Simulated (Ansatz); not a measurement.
Molecule (SMILES): ClBr (Cl-Br).
Atoms: Cl1, Br2. Bonds: Cl1-Br2.

Basis-set convergence of the optimised Cl1-Br2 bond length at B3LYP with Ansatz (a program for electronic structure). Cartesian d functions, on some or all atoms, in 3-21G, 6-31G**, 6-311G**; all else is spherical. The program fits the integrals of some runs and decomposes those of others, by size. No added dispersion term, no relativity. Reference: the value in pcseg-4, 2.1610 Å, itself unsure by roughly 0.0002 Å (its mean distance from aug-pcseg-3, aug-cc-pV(Q+d)Z, cc-pV(5+d)Z). Deviations are taken from unrounded values. Cost is core time over that of cc-pV(D+d)Z, rough, on shared machines of one kind; a dash marks a row that isn't timed (too short, read off another run, short of memory, by another algorithm or on other hardware). It counts the whole optimisation.

```json
[
 {"basis": "STO-3G", "functions": "27", "optimised Cl1-Br2 bond length (Å)": "2.2265", "minus reference (Å)": "0.0655", "cost": "-"},
 {"basis": "pcseg-0", "functions": "35", "optimised Cl1-Br2 bond length (Å)": "2.3530", "minus reference (Å)": "0.1920", "cost": "0.5×"},
 {"basis": "3-21G", "functions": "36", "optimised Cl1-Br2 bond length (Å)": "2.3505", "minus reference (Å)": "0.1895", "cost": "-"},
 {"basis": "cc-pV(D+d)Z", "functions": "50", "optimised Cl1-Br2 bond length (Å)": "2.1838", "minus reference (Å)": "0.0228", "cost": "1×"},
 {"basis": "def2-SVP", "functions": "50", "optimised Cl1-Br2 bond length (Å)": "2.1952", "minus reference (Å)": "0.0342", "cost": "0.8×"},
 {"basis": "6-31G**", "functions": "54", "optimised Cl1-Br2 bond length (Å)": "2.1852", "minus reference (Å)": "0.0242", "cost": "1×"},
 {"basis": "aug-pcseg-1", "functions": "63", "optimised Cl1-Br2 bond length (Å)": "2.1962", "minus reference (Å)": "0.0352", "cost": "1×"},
 {"basis": "def2-SVPD", "functions": "68", "optimised Cl1-Br2 bond length (Å)": "2.1979", "minus reference (Å)": "0.0369", "cost": "1×"},
 {"basis": "6-311G**", "functions": "71", "optimised Cl1-Br2 bond length (Å)": "2.1926", "minus reference (Å)": "0.0316", "cost": "1×"},
 {"basis": "def2-TZVP", "functions": "85", "optimised Cl1-Br2 bond length (Å)": "2.1655", "minus reference (Å)": "0.0045", "cost": "2×"},
 {"basis": "def2-TZVPP", "functions": "90", "optimised Cl1-Br2 bond length (Å)": "2.1655", "minus reference (Å)": "0.0045", "cost": "2×"},
 {"basis": "aug-pcseg-2", "functions": "109", "optimised Cl1-Br2 bond length (Å)": "2.1660", "minus reference (Å)": "0.0050", "cost": "2×"},
 {"basis": "cc-pV(Q+d)Z", "functions": "132", "optimised Cl1-Br2 bond length (Å)": "2.1616", "minus reference (Å)": "0.0006", "cost": "3×"},
 {"basis": "pcseg-3", "functions": "132", "optimised Cl1-Br2 bond length (Å)": "2.1613", "minus reference (Å)": "0.0003", "cost": "4×"},
 {"basis": "def2-QZVPP", "functions": "159", "optimised Cl1-Br2 bond length (Å)": "2.1612", "minus reference (Å)": "0.0002", "cost": "6×"},
 {"basis": "def2-QZVPPD", "functions": "177", "optimised Cl1-Br2 bond length (Å)": "2.1610", "minus reference (Å)": "0.0000", "cost": "4×"},
 {"basis": "aug-cc-pV(Q+d)Z", "functions": "182", "optimised Cl1-Br2 bond length (Å)": "2.1614", "minus reference (Å)": "0.0004", "cost": "5×"},
 {"basis": "cc-pV(5+d)Z", "functions": "204", "optimised Cl1-Br2 bond length (Å)": "2.1611", "minus reference (Å)": "0.0001", "cost": "7×"}
]
```

The smallest set listed that lies within 0.01 Å of the reference with all its larger relatives (same family, alike in diffuse functions; a set with none counts only in the reference's own line) is def2-TZVP (85 functions, 2× in cost, 0.0045 Å off). Inside, with no larger relative to test it: def2-QZVPPD, aug-cc-pV(Q+d)Z. (Relatives not listed, tested too: def2-QZVP 0.0006, aug-pcseg-3 0.0002, pcseg-4 0.0000 Å.)
